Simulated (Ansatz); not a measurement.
B9As9⁺. Charge 1, multiplicity 2. Geometry PBE-D4/def2-SVP, that of the neutral singlet; atoms count from 1.

```csv
atom,x (Å),y (Å),z (Å)
As1,1.2485,-2.5519,-0.4201
As2,-4.7709,0.5558,0.9711
As3,-1.4188,1.3575,2.9913
As4,-1.7880,-1.8693,0.5198
As5,2.9216,-0.3643,-3.8843
As6,-0.3007,0.3018,-1.9286
As7,3.3470,1.3257,1.3476
As8,3.0858,-1.2185,-1.5551
As9,-1.2012,2.0800,0.4517
B10,-3.1721,-0.4149,0.5380
B11,-0.3435,-1.4498,-0.9166
B12,1.1816,-0.4120,-0.4809
B13,-1.5472,0.0723,1.2434
B14,-2.9224,1.0345,1.5306
B15,-0.0275,0.8255,1.4969
B16,2.7738,0.2054,-0.0653
B17,1.5159,0.6162,0.9747
B18,1.4180,-0.0940,-2.8143
```

Single mean-field runs in def2-TZVP are fitted with def2-universal-jkfit.

**Question.** Estimate the Mulliken populations from the PBE0/def2-TZVP orbitals of Ansatz.

**Answer.** 
```csv
atom,charge (e),spin (α − β)
As1,0.08,0.00
As2,0.24,0.67
As3,0.22,0.06
As4,0.12,0.00
As5,0.08,0.01
As6,0.05,0.00
As7,0.12,0.03
As8,0.18,0.00
As9,0.19,0.16
B10,-0.11,0.11
B11,0.08,0.01
B12,0.17,0.00
B13,0.15,0.03
B14,-0.13,-0.08
B15,0.08,0.03
B16,-0.16,0.02
B17,-0.16,-0.03
B18,-0.21,0.00
```
Mulliken values depend strongly on the basis.

**Question.** Where does the spin sit?

**Answer.** Summed by element: As 0.92, B 0.08, of 1 unpaired in all. Largest on single atoms: As2 0.67, As9 0.16, B10 0.11.

**Question.** And the Mayer bond orders between heavy atoms (over 0.3)?

**Answer.** As1–As8 0.80 (2.54 Å); As1–B11 1.10 (2.00 Å); As1–B12 0.54 (2.14 Å); As2–B10 1.23 (1.92 Å); As2–B14 1.05 (1.99 Å); As3–As9 0.67 (2.65 Å); As3–B13 0.42 (2.17 Å); As3–B14 0.81 (2.12 Å); As3–B15 0.78 (2.11 Å); As4–B10 1.18 (2.01 Å); As4–B11 0.71 (2.08 Å); As4–B13 0.80 (2.09 Å); As5–As8 0.77 (2.49 Å); As5–B18 1.76 (1.87 Å); As6–B11 0.97 (2.02 Å); As6–B12 0.54 (2.19 Å); As6–B18 1.10 (1.97 Å); As7–B16 1.61 (1.89 Å); As7–B17 1.17 (2.00 Å); As8–B16 0.78 (2.08 Å); As8–B18 0.55 (2.37 Å); As9–B13 0.32 (2.19 Å); As9–B14 0.56 (2.28 Å); As9–B15 0.89 (2.01 Å); B10–B13 0.40 (1.84 Å); B10–B14 0.48 (1.77 Å); B11–B12 0.53 (1.90 Å); B12–B16 0.43 (1.76 Å); B12–B17 0.50 (1.81 Å); B13–B14 0.69 (1.70 Å); B13–B15 0.65 (1.71 Å); B15–B17 0.96 (1.64 Å); B16–B17 0.60 (1.68 Å).
